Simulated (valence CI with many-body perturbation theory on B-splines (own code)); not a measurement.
## E1 transitions of Eu⁵⁸⁺

Computed by configuration interaction combined with many-body perturbation theory (CI+MBPT): three valence electrons over a frozen Dirac-Fock core [He], a basis of 11 s, 11 p, 10 d, 8 f, 5 g, 2 h functions for each j, with the one-electron correlation potential Σ1 (screened to all orders), the two-electron term Σ2, the three-electron term Σ3, Breit, model QED; selected single and double excitations, second order for the rest, scaled by the run's own slope (own B-spline code, finite nucleus).

The last digits are not significant, and no measured levels were compared; by estimate large intervals hold to a few tenths of a per cent, small ones and those within an open d or f shell to about a per cent.

Lines 101 to 150 of 576 in falling wavelength, among levels below 10623 eV, chosen from the strongest by gf and those to the six lowest levels. Wavelengths and rates use the calculated energies. Electric multipoles are in the length gauge, E1 and E2 with the static RPA response of the core. Weak lines are less certain than strong ones. Lines between different terms over intervals too small for the method are left out, as are lines whose strength nearly cancels.

Levels are named by their leading jj configuration (3d3/2^4 stands for four electrons in 3d with j = 3/2), which in mixed levels can hold well under half, so a name can repeat and another be missing. Letters in brackets count levels of one name in rising energy.

```csv
λ vac (Å),Upper,Lower,A (s⁻¹),S (a.u.) with core polarisation,S without
47.26,(2p1/2 2p3/2 3d3/2) J=3/2 [a],(2p1/2 2p3/2 3p1/2) J=1/2,8.94e+10,1.86e-02,1.86e-02
47.24,(2p1/2^2 3d3/2) J=3/2,(2p1/2^2 3p1/2) J=1/2,1.38e+11,2.87e-02,2.87e-02
47.03,(2p1/2 2p3/2 3p3/2) J=1/2 [a],(2p1/2 2p3/2 3s) J=1/2,1.34e+11,1.38e-02,1.38e-02
46.64,(2s 2p3/2 3p3/2) J=5/2 [b],(2s 2p3/2 3s) J=3/2 [b],2.70e+11,8.12e-02,8.12e-02
46.61,(2p1/2 2p3/2 3p3/2) J=5/2 [a],(2p1/2 2p3/2 3s) J=3/2 [a],2.40e+11,7.20e-02,7.20e-02
46.41,(2p1/2 2p3/2 3d3/2) J=1/2 [a],(2p1/2 2p3/2 3p1/2) J=1/2,1.40e+11,1.38e-02,1.38e-02
46.12,(2p3/2^2 3p3/2) J=3/2 [b],(2p3/2^2 3s) J=1/2,2.64e+11,5.11e-02,5.11e-02
46.12,(2p1/2 2p3/2 3p3/2) J=7/2,(2p1/2 2p3/2 3s) J=5/2,2.08e+11,8.06e-02,8.06e-02
46.11,(2s 2p3/2 3p3/2) J=7/2,(2s 2p3/2 3s) J=5/2,2.82e+11,1.09e-01,1.09e-01
46.08,(2s 2p3/2 3d3/2) J=3/2 [b],(2s 2p3/2 3p1/2) J=1/2,6.32e+10,1.22e-02,1.22e-02
45.97,(2p1/2 2p3/2 3p3/2) J=3/2 [a],(2p1/2 2p3/2 3s) J=1/2,6.71e+10,1.29e-02,1.29e-02
45.72,(2s 2p1/2 3p3/2) J=1/2,(2s 2p1/2 3s) J=1/2 [b],2.55e+11,2.40e-02,2.40e-02
45.35,(2p1/2 2p3/2 3p3/2) J=3/2 [b],(2p1/2 2p3/2 3s) J=3/2 [b],1.42e+11,2.61e-02,2.61e-02
45.15,(2p1/2 2p3/2 3d3/2) J=5/2 [b],(2p1/2 2p3/2 3p1/2) J=5/2,6.62e+10,1.80e-02,1.80e-02
45.04,(2s 2p3/2 3p3/2) J=5/2 [a],(2s 2p3/2 3s) J=3/2 [a],1.39e+11,3.77e-02,3.77e-02
44.85,(2s 2p1/2 3d3/2) J=3/2 [b],(2s 2p1/2 3p1/2) J=3/2,9.00e+10,1.60e-02,1.60e-02
44.53,(2s 2p1/2 3p3/2) J=3/2 [a],(2s 2p1/2 3s) J=1/2 [a],2.92e+11,5.09e-02,5.09e-02
44.50,(2p1/2^2 2p3/2) J=3/2,(2s 2p1/2 2p3/2) J=5/2,5.71e+10,9.93e-03,9.95e-03
44.24,(2s 2p3/2 3p3/2) J=1/2 [a],(2s 2p3/2 3s) J=3/2 [a],2.99e+11,2.56e-02,2.56e-02
44.18,(2s^2 3p3/2) J=3/2,(2s^2 3s) J=1/2,3.24e+11,5.52e-02,5.52e-02
44.18,(2s 2p3/2 3p3/2) J=3/2 [b],(2s 2p3/2 3s) J=3/2 [b],1.41e+11,2.40e-02,2.40e-02
43.90,(2s 2p3/2 3p3/2) J=3/2 [a],(2s 2p3/2 3s) J=5/2,6.80e+10,1.14e-02,1.14e-02
43.77,(2s 2p1/2 3p3/2) J=5/2,(2s 2p1/2 3s) J=3/2,2.93e+11,7.27e-02,7.27e-02
43.69,(2p1/2 2p3/2 3p3/2) J=5/2 [b],(2p1/2 2p3/2 3s) J=3/2 [b],1.19e+11,2.94e-02,2.94e-02
43.49,(2p1/2^2 3p3/2) J=3/2,(2p1/2^2 3s) J=1/2,2.20e+11,3.57e-02,3.57e-02
43.43,(2s 2p3/2 3p3/2) J=3/2 [b],(2s 2p3/2 3s) J=1/2,2.02e+11,3.26e-02,3.26e-02
43.35,(2s 2p1/2 3p3/2) J=3/2 [b],(2s 2p1/2 3s) J=3/2,1.62e+11,2.61e-02,2.61e-02
42.97,(2s 2p3/2 3p3/2) J=1/2 [b],(2s 2p3/2 3s) J=1/2,2.80e+11,2.19e-02,2.19e-02
42.86,(2p1/2 2p3/2 3p3/2) J=3/2 [b],(2p1/2 2p3/2 3s) J=1/2,9.01e+10,1.40e-02,1.40e-02
42.50,(2p1/2 2p3/2 3p3/2) J=5/2 [b],(2p1/2 2p3/2 3s) J=5/2,1.39e+11,3.16e-02,3.16e-02
42.16,(2p3/2^2 3p3/2) J=3/2 [a],(2p3/2^2 3s) J=3/2,2.93e+11,4.34e-02,4.34e-02
41.83,(2p1/2 2p3/2 3p3/2) J=3/2 [b],(2p1/2 2p3/2 3s) J=3/2 [a],7.22e+10,1.04e-02,1.04e-02
41.69,(2s 2p3/2 3p3/2) J=5/2 [a],(2s 2p3/2 3s) J=5/2,2.17e+11,4.66e-02,4.67e-02
41.14,(2p1/2 2p3/2 3p3/2) J=1/2 [b],(2p1/2 2p3/2 3s) J=3/2 [b],3.05e+11,2.10e-02,2.10e-02
40.80,(2p3/2^2 3p3/2) J=3/2 [a],(2p3/2^2 3s) J=5/2,8.17e+10,1.10e-02,1.10e-02
39.35,(2p1/2^2 2p3/2) J=3/2,(2s 2p1/2 2p3/2) J=3/2 [a],1.70e+10,2.05e-03,2.05e-03
14.65,(2p3/2^2 3d5/2) J=7/2,(2s 2p3/2 3d5/2) J=5/2 [b],6.36e+11,7.90e-03,7.91e-03
14.64,(2p3/2^2 3p3/2) J=5/2,(2s 2p3/2 3p3/2) J=3/2 [b],9.09e+11,8.45e-03,8.46e-03
14.46,(2p3/2^2 3d3/2) J=5/2,(2s 2p3/2 3d3/2) J=3/2 [b],5.16e+11,4.62e-03,4.63e-03
14.44,(2p3/2^2 3d5/2) J=1/2,(2s 2p3/2 3d5/2) J=3/2 [b],1.28e+12,3.81e-03,3.81e-03
14.40,(2p3/2^2 3d5/2) J=7/2,(2s 2p3/2 3d5/2) J=7/2 [b],4.73e+11,5.57e-03,5.58e-03
14.39,(2p3/2^2 3p3/2) J=7/2,(2s 2p3/2 3p3/2) J=5/2 [b],1.55e+12,1.82e-02,1.83e-02
14.38,(2p3/2^2 3d5/2) J=9/2,(2s 2p3/2 3d5/2) J=7/2 [b],1.38e+12,2.03e-02,2.03e-02
14.30,(2p3/2^2 3s) J=5/2,(2s 2p3/2 3s) J=3/2 [b],1.47e+12,1.27e-02,1.27e-02
14.29,(2p3/2^2 3d3/2) J=5/2,(2s 2p3/2 3d3/2) J=5/2 [b],5.24e+11,4.53e-03,4.54e-03
14.27,(2p3/2^2 3d3/2) J=7/2,(2s 2p3/2 3d3/2) J=5/2 [b],1.35e+12,1.54e-02,1.55e-02
14.24,(2p3/2^2 3p1/2) J=3/2,(2s 2p3/2 3p1/2) J=1/2,1.35e+12,7.71e-03,7.72e-03
14.23,(2s 2p3/2^2) J=5/2,(2s^2 2p3/2) J=3/2,5.63e+11,4.81e-03,4.81e-03
14.22,(2p3/2^2 3p1/2) J=5/2,(2s 2p3/2 3p1/2) J=3/2 [b],1.55e+12,1.32e-02,1.33e-02
14.08,(2p3/2^2 3d5/2) J=5/2 [a],(2s 2p3/2 3d5/2) J=3/2 [b],7.88e+11,6.52e-03,6.53e-03
```
